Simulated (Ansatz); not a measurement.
Saddle point of Si4H11ClF2, closed shell (Si₄H₉Cl ([SiH3][Si]([SiH3])([SiH3])[Cl]) + HF + HF → Si₃H₆ClF ([F][SiH2][SiH]([SiH3])[Cl]) + SiH₄ + HF; bonds formed: Si1–H13, Si2–H8, Si3–F7, H6–F9; bonds broken: Si1–Si2, Si3–H13, H6–F7, H8–F9), PBE0-D4/def2-TZVP structure:

```csv
atom,x (Å),y (Å),z (Å)
Si1,-0.2158,0.3464,-0.5139
Si2,-1.2353,-0.0690,1.8600
Si3,2.0464,-0.0820,-1.0435
Si4,-1.6716,-1.3669,-1.2070
Cl5,-1.0441,2.1399,-1.0608
H6,1.8035,1.8377,0.7935
F7,2.3710,1.8150,-0.1608
H8,0.0929,0.7312,1.1711
F9,1.0815,1.7131,1.6911
H10,-2.5466,0.4886,1.4694
H11,-1.1797,-1.5451,1.7504
H12,-0.7877,0.4007,3.1873
H13,1.6779,-1.4234,-1.6588
H14,2.5657,0.6524,-2.2157
H15,2.8932,-0.5159,0.0876
H16,-1.6910,-1.2496,-2.6880
H17,-3.0436,-1.1934,-0.6652
H18,-1.1168,-2.6797,-0.7968
```

Energies are electronic, without zero-point energy. Barriers and step energies count from the start structure reached by relaxing down the imaginary mode; all methods use the PBE0-D4 structures, on which another method's saddle can fall below an end. Computed with Ansatz 0.2.0 (basis: def2-TZVPP, with def2-QZVPP for the basis limit); correlated methods freeze the cores. B3LYP uses VWN-RPA correlation. Extrapolation: Hartree–Fock as exp(−7.88 √X), correlation as X^−2.97.

| method | barrier (kJ/mol) | step energy (kJ/mol) |
| --- | --- | --- |
| SPW92 | 97.1 | -67.5 |
| PBE-D4 | 144.3 | -72.0 |
| BLYP-D4 | ? | -96.0 |
| r2SCAN-D4 | 156.0 | -92.6 |
| B97M-V | ? | -97.1 |
| PBE0-D4 | 173.6 | -80.2 |
| B3LYP-D4 | 174.9 | -101.3 |
| r2SCAN0-D4 | ? | -95.3 |
| BHLYP-D4 | 203.3 | -112.3 |
| CAM-B3LYP-D4 | 176.4 | -110.5 |
| wB97X-V | 183.8 | -102.9 |
| wB97M-V | 173.6 | -104.6 |
| B2PLYP | 187.0 | -106.6 |
| PBE-QIDH | 191.0 | -92.4 |
| RPA on PBE | 192.3 | -106.0 |
| HF | 276.9 | -140.6 |
| MP2 | 191.1 | -100.7 |
| CCSD | 211.7 | -106.7 |
| CCSD(T) | 197.2 | -100.0 |

Fill in the withheld barriers. (An estimate is asked for; the value comes from the calculation.)

Computed: r2SCAN0-D4 178.2; B97M-V 185.5; BLYP-D4 153.1 kJ/mol. Each is the energy of the saddle less that of the start structure, by the same method.

For comparison, the barrier by CCSD(T) at an estimated basis limit (MP2 extrapolated from triple and quadruple zeta, plus CCSD(T) − MP2 in triple zeta) is 192.6 kJ/mol.

The T1 diagnostic stays at or below 0.015.

Labels in which every atom is bracketed show which atoms are joined, not bond orders.

For scale, one of the runs: CCSD(T)/def2-TZVPP, 426 basis functions, launched by `ansatz run in.yaml --threads 4 --pin off --events-out ev --progress --plain --max-ram 66560MiB --backend cuda --devices 0, --max-vram 37GiB`. Time: 45 s of wall clock on 4 CPU threads of an AMD EPYC 7R13 and a share of one NVIDIA H100; the host was shared. Peak host memory: 1.7 GiB.
